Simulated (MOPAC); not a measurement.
MOPAC input (AM1):

```
AM1 FORCE THERMO(298,298) PRECISE LET GEO-OK AUX(PRECISION=9) THREADS=1
OSr

Sr    0.00000000 1    0.00000000 1   -0.32824071 1
O     0.00000000 1   -0.00000000 1    1.59153386 1
```

Question: Which zero-point energy does it print?

Answer: 1.09 kcal/mol, from the harmonic wavenumbers of AM1.
